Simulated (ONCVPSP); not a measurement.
# Building the ONCV potential for I (Z = 53) (PBE, scalar-relativistic).

- Element: I
- Generator: ONCVPSP 4.0.1
- Type: optimised norm-conserving Vanderbilt (ONCV)
- Functional: PBE
- Relativity: scalar-relativistic
- Frozen core: [Kr]
- Valence charge: 17
- Reference configuration: 4d10 5s2 5p4.75 (charge +0.25)
- Partial waves: 5s: rc 1.40 bohr, ncon 4, nbas 7, qcut 3.8 1/bohr, 3 projectors, debl 1.1 Ha; 5p: rc 1.55 bohr, ncon 4, nbas 9, qcut 5.4 1/bohr, 1 projector; 4d: rc 1.45 bohr, ncon 3, nbas 7, qcut 9.4 1/bohr, 2 projectors, debl 2.8 Ha
- Local potential: polynomial inside 1.15 bohr (lpopt 5, dvloc0 0 Ha)
- Core correction: none

All-electron outer shells of the reference configuration (PBE, scalar-relativistic, ld1.x):

```tsv
shell	level (eV)	outermost node (bohr)	outermost maximum (bohr)
4s	-182.85	0.37	0.68
4p	-129.82	0.37	0.72
4d	-52.53	0.35	0.78
5s	-19.52	0.88	1.70
5p	-9.06	0.96	2.02
```

Task: Does the generator finish with these settings?

Result: No. ONCVPSP 4.0.1 stopped with "optimize: ERROR ps0norm > uunorm, code will stop": the continuity conditions at rc already need more norm inside rc than the all-electron wave has, so norm conservation cannot be met. It happened in the s channel.
